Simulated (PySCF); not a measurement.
# Working out the excitation energy of N(2+)

N(2+) [He] 2s2 2p1 (2P) → N(2+) [He] 2s1 2p1 3d1 (high-spin determinant). Computed with PySCF 2.14 in aug-cc-pwCVDZ (5s4p2d, 27 functions), with the non-relativistic Hamiltonian (point nucleus). Frozen: nothing. Energies in hartree (1 hartree = 27.21139 eV):

| part | N(2+) (lower) | N(2+) (upper) |
| --- | --- | --- |
| UHF | -52.809711 | -51.318899 |
| MP2 opposite-spin | -0.071883 | -0.025296 |
| MP2 same-spin | -0.005189 | -0.007586 |

**Question.** What does Hartree-Fock give?

**Answer.** (-51.318899) − (-52.809711) = 1.490812 hartree = 40.567 eV.

**Question.** What do MP2 and SCS-MP2 (6/5 opposite-spin, 1/3 same-spin) give?

**Answer.** The opposite-spin parts differ by 1.268 eV and the same-spin parts by -0.065 eV. MP2: 40.567 + (1.268) + (-0.065) = 41.770 eV. SCS-MP2: 40.567 + 1.2 × (1.268) + (-0.065)/3 = 42.067 eV.

One determinant mixes LS terms, so it does not stand for a single term.

A double-zeta basis recovers only part of the correlation energy.
